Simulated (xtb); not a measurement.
xtb input (GFN1-xTB):

```bash
xtb mol.xyz --gfn 1 --sp --chrg 0 --uhf 0
```
mol.xyz:
```
6

N      0.00699676    -0.00216503    -1.71615934
H      0.81714496    -0.48347954    -2.09539363
H     -0.81214675    -0.46249635    -2.10206270
H      0.02067820     0.93803076    -2.10043413
Li    -0.00135659     0.00041977     0.33274250
F     -0.00784266     0.00242678     1.92364204
```

End of the output:

```
         :::::::::::::::::::::::::::::::::::::::::::::::::::::
         ::                     SUMMARY                     ::
         :::::::::::::::::::::::::::::::::::::::::::::::::::::
         :: total energy             -10.378215209510 Eh    ::
         :: gradient norm              0.019769587397 Eh/a0 ::
         :: HOMO-LUMO gap              5.130331645305 eV    ::
         ::.................................................::
         :: SCC energy               -10.438862872988 Eh    ::
         :: -> electrostatic           0.088532977715 Eh    ::
         :: repulsion energy           0.061485060103 Eh    ::
         :: dispersion energy         -0.000837396624 Eh    ::
         :: halogen bond corr.         0.000000000000 Eh    ::
         :: add. restraining           0.000000000000 Eh    ::
         :: total charge              -0.000000000000 e     ::
         :::::::::::::::::::::::::::::::::::::::::::::::::::::

           -------------------------------------------------
          |                Property Printout                |
           -------------------------------------------------

    * Orbital Energies and Occupations

         #    Occupation            Energy/Eh            Energy/eV
      -------------------------------------------------------------
         1        2.0000           -0.7937192             -21.5982
         2        2.0000           -0.6730226             -18.3139
         3        2.0000           -0.5808973             -15.8070
         4        2.0000           -0.5808973             -15.8070
         5        2.0000           -0.4776671             -12.9980
         6        2.0000           -0.3963612             -10.7855
         7        2.0000           -0.3963612             -10.7855
         8        2.0000           -0.3927648             -10.6877 (HOMO)
         9                         -0.2042286              -5.5573 (LUMO)
        10                         -0.1571702              -4.2768
        11                         -0.1571702              -4.2768
        12                         -0.1111266              -3.0239
        13                         -0.0395851              -1.0772
        14                         -0.0395851              -1.0772
        15                          0.2212136               6.0195
        16                          0.2212136               6.0195
        17                          0.2950855               8.0297
        18                          0.6643161              18.0770
Note: The following floating-point exceptions are signalling: IEEE_DENORMAL
normal termination of xtb
      -------------------------------------------------------------
                  HL-Gap            0.1885362 Eh            5.1303 eV
             Fermi-level           -0.2984967 Eh           -8.1225 eV

  Mulliken/CM5 charges         n(s)   n(p)   n(d)
     1N    -0.52045 -1.16081   1.472  4.048  0.000
     2H     0.20880  0.39026   0.791  0.000  0.000
     3H     0.20880  0.39026   0.791  0.000  0.000
     4H     0.20880  0.39026   0.791  0.000  0.000
     5Li    0.47656  0.70759   0.135  0.389  0.000
     6F    -0.58250 -0.71756   1.836  5.746  0.000

Wiberg/Mayer (AO) data.
largest (>0.10) Wiberg bond orders for each atom

 ---------------------------------------------------------------------------
     #   Z sym  total        # sym  WBO       # sym  WBO       # sym  WBO
 ---------------------------------------------------------------------------
     1   7 N    3.055 --     4 H    0.953     2 H    0.953     3 H    0.953
                             5 Li   0.190
     2   1 H    0.962 --     1 N    0.953
     3   1 H    0.962 --     1 N    0.953
     4   1 H    0.962 --     1 N    0.953
     5   3 Li   0.969 --     6 F    0.766     1 N    0.190
     6   9 F    0.776 --     5 Li   0.766
 ---------------------------------------------------------------------------

Topologies differ in total number of bonds
Writing topology from bond orders to xtbtopo.mol

 dipole moment from electron density (au)
     X       Y       Z
   0.0144  -0.0045  -3.5437  total (Debye):    9.007

           -------------------------------------------------
          | TOTAL ENERGY              -10.378215209510 Eh   |
          | GRADIENT NORM               0.019769587397 Eh/α |
          | HOMO-LUMO GAP               5.130331645305 eV   |
           -------------------------------------------------

------------------------------------------------------------------------
------------------------------------------------------------------------
 total:
 SCF:
```
